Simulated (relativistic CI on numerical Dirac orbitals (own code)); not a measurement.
**Calculated levels, Mo⁴¹⁺**

Method of calculation: Dirac equation for one electron, model QED (radiative potential, 1s self-energy scaled to tabulated hydrogen-like ionisation energies) (own radial code, finite nucleus).

Configuration list: 1s, 2s, 2p, 3s, 3p, 3d, 4s, 4p, 4d, 4f, 5s, 5p, 5d, 5f, 5g, 6s, 6p, 6d. Levels of other configurations are missing.

The lowest level is 1s 2S_1/2, with 100 % of that term; Hund's rules for 1s give 2S with J = 1/2, in agreement.

```
No.  Configuration  Term    J  E (10³ cm⁻¹)    %  Landé g  Lifetime (s)
  1             1s    2S  1/2             0  100    1.938              
  2             2p   2P°  1/2        148299  100    0.650      5.07e-16
  3             2s    2S  1/2        148323  100    1.986              
  4             2p   2P°  3/2        149509  100    1.322      5.24e-16
  5             3p   2P°  1/2        176151  100    0.659      1.70e-15
  6             3s    2S  1/2        176158  100    1.995      4.23e-14
  7             3d    2D  3/2        176509  100    0.794      4.73e-15
  8             3p   2P°  3/2        176510  100    1.328      1.71e-15
  9             3d    2D  5/2        176624  100    1.195      4.91e-15
 10             4p   2P°  1/2        185849  100    0.662      4.01e-15
 11             4s    2S  1/2        185852  100    1.998      6.14e-14
 12             4d    2D  3/2        186000  100    0.796      1.10e-14
 13             4p   2P°  3/2        186000  100    1.331      3.99e-15
 14             4f   2F°  5/2        186048  100    0.854      2.29e-14
 15             4d    2D  5/2        186048  100    1.197      1.14e-14
 16             4f   2F°  7/2        186072  100    1.140      2.31e-14
 17             5p   2P°  1/2        190317  100    0.663      7.81e-15
 18             5s    2S  1/2        190318  100    2.000      9.65e-14
 19             5d    2D  3/2        190394  100    0.798      2.10e-14
 20             5p   2P°  3/2        190394  100    1.332      7.72e-15
 21             5f   2F°  5/2        190418  100    0.855      4.41e-14
 22             5d    2D  5/2        190418  100    1.199      2.19e-14
 23             5g    2G  7/2        190431  100    0.887      7.48e-14
 24             5f   2F°  7/2        190431  100    1.141      4.46e-14
 25             5g    2G  9/2        190438  100    1.109      7.52e-14
 26             6p   2P°  1/2        192735  100    0.664      1.34e-14
 27             6s    2S  1/2        192735  100    2.001      1.47e-13
 28             6d    2D  3/2        192779  100    0.798      3.59e-14
 29             6p   2P°  3/2        192779  100    1.333      1.32e-14
 30             6d    2D  5/2        192793  100    1.199      3.74e-14
```

Energies count from the lowest computed level; ° marks odd parity; lifetimes are radiative, by E1, M1, E2, M2 decay to levels of this space only; some are left blank where a channel outside the calculation adds to the decay or the decay crosses a small, uncertain gap.
